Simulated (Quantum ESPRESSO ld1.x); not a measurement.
Q: The table gives one normalised radial function P(r) = r R(r) (large component) of Pb77+ in [He] 2s2 2p1 (r in bohr). Calculated with ld1.x of Quantum ESPRESSO 7.5: Dirac Kohn-Sham, PBE, spin-unpolarised, spherical densities, point nucleus; open shells fill j = l - 1/2 first.

r,P
0.0008098,0.7560
0.0009734,0.8624
0.001179,0.9860
0.001418,1.1164
0.001718,1.2644
0.002065,1.4159
0.002482,1.5738
0.003007,1.7403
0.003615,1.8940
0.00438,2.0371
0.005265,2.1432
0.006328,2.2008
0.007668,2.1850
0.009217,2.0707
0.01117,1.8182
0.01342,1.4227
0.01614,0.8600
0.01955,0.0949
0.0235,-0.7816
0.02848,-1.7779
0.03423,-2.7065
0.04114,-3.4764
0.04985,-3.9619
0.05992,-4.0155
0.07261,-3.6183
0.08727,-2.8952
0.1049,-2.0212
0.1271,-1.1735
0.1528,-0.5759
0.1851,-0.2161
0.2225,-0.0644

Which n and l does it have? It may be an empty orbital.

A: n = 2, l = 0: the number of nodes gives n - l - 1 = 1, the rise at small r points to l (this Dirac orbital starts as r^gamma with gamma = sqrt((l + 1)^2 - (Z/c)^2) = 0.80; the j = 1/2 orbital of l + 1 starts with the same power, but with a smaller coefficient, and then steepens), and the extent must fit the shell. The curve is that of 2s1/2. 2s1/2: eigenvalue -24087 eV, 1 radial node at r = 0.0200 bohr, <r> = 0.0645 bohr, 90 % of the charge inside 0.101 bohr.
